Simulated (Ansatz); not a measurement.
Computed with Ansatz on PBE0-D4/def2-TZVP structures; ΔE is electronic, products minus reactants. CCSD(T)/CBS is the MP2 limit (def2-TZVPP, def2-QZVPP) plus CCSD(T) − MP2 in def2-TZVPP, frozen cores. This one scheme is used for every species. DFT in def2-TZVPP. B3LYP here is the variant with VWN-RPA as its local correlation; programs differ in this. Each species was taken in one conformer, which may not be the lowest.

`O[SiH](P)S` + `PS` → `PP` + `O[SiH](S)S`  (redistribution)

Question: Is it downhill or uphill in electronic energy at CCSD(T)/CBS, and by how much? (Estimate.)

Answer: Computed: Downhill: ΔE = -38.8 kJ/mol.

Question: What do these levels give: BLYP-D4, r2SCAN-D4, B97M-V, r2SCAN0-D4, BHLYP-D4, revPBE, r2SCAN, B3LYP, HF/def2-TZVPP, CCSD/def2-TZVPP, MP2/CBS(def2), CCSD/CBS(def2)? (An estimate is asked.)

Answer: Computed: BLYP-D4 -36.7, r2SCAN-D4 -38.4, B97M-V -38.7, r2SCAN0-D4 -38.7, BHLYP-D4 -37.9, revPBE -34.6, r2SCAN -38.4, B3LYP -36.7, HF/def2-TZVPP -38.6, CCSD/def2-TZVPP -39.5, MP2/CBS(def2) -40.4, CCSD/CBS(def2) -38.5 kJ/mol.

Largest T1 diagnostic among the species: 0.014.

Leaving LDA and LC-ωPBE aside and taking each functional with its dispersion term where it has one, the values, not all of them listed here, spread over 3.3 kJ/mol, from PBE-QIDH to PBE-D4. At CCSD(T), def2-SVP lies −6.3 kJ/mol from the extrapolated value and def2-TZVPP −1.0 kJ/mol.
